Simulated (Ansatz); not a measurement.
Computed with Ansatz on PBE0-D4/def2-TZVP structures; ΔE is electronic, products minus reactants. CCSD(T)/CBS adds triple-zeta CCSD(T) − MP2 to the extrapolated MP2 energy (def2 sets, frozen cores). Functionals use def2-TZVPP. B3LYP here is the variant with VWN-RPA as its local correlation; programs differ in this. HSE06 is defined as in plane-wave codes. def2 core potentials past Kr. For Cd, Ge outer-core shells are correlated without core-valence functions, which leaves a few kJ/mol of doubt a bond. Scalar relativity is left out up to krypton. One conformer a species, not always the lowest.

`C[S][Ge][Cl]` + `[NH2][Cd][OH]` → `[NH2][Ge][Cl]` + `C[S][Cd][OH]`  (redistribution)

```
             level  ΔE (kcal/mol)  difference from CCSD(T)/CBS
       LDA (SPW92)          -11.9                          3.2
            PBE-D4          -11.7                          3.4
         r2SCAN-D4          -13.9                          1.2
          HSE06-D4          -14.2                          0.9
              BLYP          -12.6                          2.5
             B3LYP          -14.6                          0.5
           LC-ωPBE          -17.3                         -2.2
RPA@PBE/def2-TZVPP          -13.3                          1.8
       HF/def2-SVP          -22.5                         -7.4
     HF/def2-TZVPP          -21.6                         -6.5
    MP2/def2-TZVPP          -14.2                          0.9
   CCSD/def2-TZVPP          -15.8                         -0.7
CCSD(T)/def2-TZVPP          -14.4                          0.7
    MP2/def2-QZVPP          -14.6                          0.5
SCS-MP2/def2-QZVPP          -15.5                         -0.4
     MP2/CBS(def2)          -14.9                          0.2
       CCSD(T)/CBS          -15.1                            0
```

Task: What do rigid-rotor, harmonic-oscillator terms from PBE0-D4/def2-TZVP frequencies (298.15 K, 1 bar) make of the CCSD(T)/CBS value? (An estimate is asked.)

Result: Computed: ΔZPE = +0.4 kcal/mol, ΔH = -14.9 kcal/mol, ΔS = -4 J/(mol·K), ΔG = -14.6 kcal/mol. Modes under 50 cm⁻¹ make the entropy rough.

Largest T1 diagnostic among the species: 0.016.

In def2-TZVPP, CCSD(T) changes the Hartree–Fock value by +7.2 kcal/mol (the triples alone add +1.4 kcal/mol) and MP2 by +7.4 kcal/mol. From PBE to PBE0 (25 % exact exchange), in def2-TZVPP and without D4, ΔE moves by −2.5 kcal/mol. At CCSD(T), def2-SVP lies −1.0 kcal/mol from the extrapolated value and def2-TZVPP +0.7 kcal/mol.
